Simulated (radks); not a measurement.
The numbers below are computed, except where a source is named.
The zinc ion Zn+ inside a hard spherical wall (all orbitals vanish at R), configuration held at [Ar] 3d10 4s1 and not refilled when levels cross. Level of theory: non-relativistic Kohn-Sham, r2SCAN, spin-polarised, spherical densities, point nucleus; open shells are filled with parallel spins first; meta-GGA in the generalised Kohn-Sham scheme (a radial shooting solver on a logarithmic mesh with Libxc functionals). Eigenvalues in eV for spin up, with the zero of energy where the potential of the charges vanishes at infinity; a dash marks a level that is unbound or too diffuse for the functional's potential to be trusted. A positive occupied level is held by the wall or, in an anion where self-interaction has pushed it up, behind a barrier. The pressure on the wall is -dE/dV.

R (bohr) = free: E (hartree) -1779.08377; kinetic (hartree) 1777.860; e(3s) -138.74; e(3p) -94.502; e(3d) -20.411; e(4s) -14.569; e(4p, empty) -7.908; e(5s, empty) -; pressure (GPa) 0
R (bohr) = 12: E (hartree) -1779.08377; kinetic (hartree) 1777.860; e(3s) -138.74; e(3p) -94.502; e(3d) -20.411; e(4s) -14.569; e(4p, empty) -7.908; e(5s, empty) 0.039; pressure (GPa) < 0.0001
R (bohr) = 10: E (hartree) -1779.08377; kinetic (hartree) 1777.860; e(3s) -138.74; e(3p) -94.501; e(3d) -20.411; e(4s) -14.568; e(4p, empty) -7.906; e(5s, empty) 0.373; pressure (GPa) 0.000110
R (bohr) = 8: E (hartree) -1779.08368; kinetic (hartree) 1777.862; e(3s) -138.73; e(3p) -94.494; e(3d) -20.404; e(4s) -14.562; e(4p, empty) -7.878; e(5s, empty) 1.283; pressure (GPa) 0.00652
R (bohr) = 7: E (hartree) -1779.08319; kinetic (hartree) 1777.867; e(3s) -138.71; e(3p) -94.468; e(3d) -20.379; e(4s) -14.536; e(4p, empty) -7.791; e(5s, empty) 2.590; pressure (GPa) 0.0488
R (bohr) = 6: E (hartree) -1779.08053; kinetic (hartree) 1777.889; e(3s) -138.60; e(3p) -94.364; e(3d) -20.280; e(4s) -14.417; e(4p, empty) -7.474; e(5s, empty) 5.602; pressure (GPa) 0.355
R (bohr) = 3.5: E (hartree) -1778.88762; kinetic (hartree) 1778.822; e(3s) -135.65; e(3p) -91.441; e(3d) -17.492; e(4s) -9.015; e(4p, empty) 1.098; e(5s, empty) 46.128; pressure (GPa) 64.0
R (bohr) = 3: E (hartree) -1778.61243; kinetic (hartree) 1779.945; e(3s) -132.89; e(3p) -88.742; e(3d) -14.817; e(4s) -2.802; e(4p, empty) 9.306; e(5s, empty) 76.128; pressure (GPa) 225
R (bohr) = 2.5: E (hartree) -1777.85636; kinetic (hartree) 1782.828; e(3s) -127.27; e(3p) -83.225; e(3d) -9.048; e(4s) 11.880; e(4p, empty) 27.165; e(5s, empty) 133.84; pressure (GPa) 940
R (bohr) = 1.5: E (hartree) -1764.95054; kinetic (hartree) 1827.859; e(3s) -79.980; e(3p) -34.413; e(3d) 46.470; e(4s) 178.43; e(4p, empty) 202.79; e(5s, empty) 584.63; pressure (GPa) 44600
